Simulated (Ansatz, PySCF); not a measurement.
Input for Ansatz (a program for electronic structure):
Ansatz 0.2 input:
```yaml
crystal:
  periodic: [false, false, false]
  atoms:
    - {symbol: N, position_ang: [-0.00000000, -0.00000000, -0.64481385]}
    - {symbol: N, position_ang: [0.00000000, 0.00000000, 0.43538188]}
    - {symbol: H, position_ang: [0.00000000, 0.00000000, 1.46602381]}
basis:
  gaussian:
    orbitals: def2-SVPD
hamiltonian:
  xc: r2scan
total_charge: 1
accuracy: high
```

Q: Convert this to an input for PySCF.

A: One answer among several that fit: 
```python
from pyscf import gto, scf, dft

mol = gto.M(
    atom='''
N    -0.00000000   -0.00000000   -0.64481385
N     0.00000000    0.00000000    0.43538188
H     0.00000000    0.00000000    1.46602381
''',
    basis='def2-svpd',
    charge=1,
    verbose=3,
)

mf = dft.RKS(mol)
mf.xc = 'r2scan'
mf.grids.atom_grid = (99, 590)
mf.grids.prune = None
mf.kernel()
```

Both were run: Ansatz gave -109.575820 Eh and PySCF -109.575822 Eh, 0.003 mEh apart.
